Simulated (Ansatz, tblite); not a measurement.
Cost and result up the ladder for the cluster Li7⁻ (7 atoms). Charge -1, multiplicity 1. Geometry: PBE/def2-TZVPD.

Cartesian coordinates in Å:
```
Li 1.3888 1.1010 -1.7187
Li -0.0151 -0.8308 2.3248
Li -1.3639 0.2406 -2.0438
Li -2.2311 -0.9541 0.4547
Li 2.2210 0.4432 0.9829
Li 0.5508 -1.5492 -0.5491
Li -0.5505 1.5493 0.5492
```

Ansatz on 4 threads of Arm Neoverse V2 on a shared host; xTB runs through tblite on one thread. Times are rough, summed over both states, and most runs start from the orbitals of an earlier one. No level here is sound enough to serve as a yardstick. The other state is a triplet.

The xTB rows come from tblite. The structure comes from a short search, and lower isomers may exist.

xTB has no spin-polarisation term.

| level | functions | wall time | vertical triplet (eV) | remarks |
| --- | --- | --- | --- | --- |
| GFN1-xTB | 28 | 0.006 s | 2.36 | – |
| GFN2-xTB | 28 | 0.006 s | 1.82 | – |
| PBE/def2-TZVPD | 119 | 3.4 s | 0.34 | HOMO above zero (singlet), HOMO above zero (triplet), restricted SCF unstable in HF (singlet) |
| PBE0/def2-TZVPD | 119 | 7.3 s | 0.33 | HOMO above zero (triplet), restricted SCF unstable in HF (singlet) |
| r2SCAN/def2-TZVPD (with forces) | 119 | 14 s | 0.25 | HOMO above zero (singlet), HOMO above zero (triplet), restricted SCF unstable in HF (singlet) |
